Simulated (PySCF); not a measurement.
## Dipole polarisabilities along the third row

Calculated with PySCF 2.14 for the ground configurations, without spin-orbit coupling: coupled response for Hartree-Fock and DFT, finite fields for MP2 and CCSD(T), with Mg [Ne]; Al [Ne]; Si [Ne]; P [Ne]; S [Ne]; Cl [Ne]; Ar [Ne] frozen. Mean α in bohr³, C₆ of like pairs in atomic units.

```csv
species,α UHF,α PBE,α PBE0,α MP2,α CCSD(T),α recommended (Schwerdtfeger and Nagle),C₆ UHF,C₆ PBE,C₆ PBE0
"Mg [Ne] 3s2 (aug-cc-pVTZ with one added diffuse shell each of s, p, d, f type, non-relativistic)",81.31,74.20,75.19,76.93,74.82,71.2 ± 0.4,761.6,661.4,676.9
"Al [Ne] 3s2 3p1 (aug-cc-pV(T+d)Z with one added diffuse shell each of s, p, d, f type, non-relativistic)",61.68,66.21,62.94,60.58,58.75,57.8 ± 1,560.3,589.1,561.0
"Si [Ne] 3s2 3p2 (aug-cc-pV(T+d)Z with one added diffuse shell each of s, p, d, f type, non-relativistic)",38.58,41.87,39.93,38.02,37.58,37.3 ± 0.7,318.0,344.5,327.3
"S [Ne] 3s2 3p4 (aug-cc-pV(T+d)Z with one added diffuse shell each of s, p, d, f type, non-relativistic)",19.15,21.09,20.12,19.61,19.63,19.4 ± 0.1,130.4,145.3,137.7
"Cl [Ne] 3s2 3p5 (aug-cc-pV(T+d)Z with one added diffuse shell each of s, p, d, f type, non-relativistic)",14.23,15.74,15.04,14.75,14.78,14.6 ± 0.1,89.15,100.1,94.96
"Ar [Ar] (aug-cc-pV(T+d)Z with one added diffuse shell each of s, p, d, f type, non-relativistic)",10.76,11.91,11.40,11.22,11.24,11.083 ± 0.007,62.15,69.91,66.47
```

Fill in the row of P [Ne] 3s2 3p3 (aug-cc-pV(T+d)Z with one added diffuse shell each of s, p, d, f type, non-relativistic).

α UHF 25.48; α PBE 27.67; α PBE0 26.48; α MP2 25.14; α CCSD(T) 25.12; α recommended (Schwerdtfeger and Nagle) 25 ± 1; C₆ UHF 188.5; C₆ PBE 206.2; C₆ PBE0 196.2.

Hartree-Fock lacks correlation. PBE lies above the recommended values here, as self-interaction makes its density too diffuse. MP2 and CCSD(T) carry the error of the frozen core. All values carry a basis error.
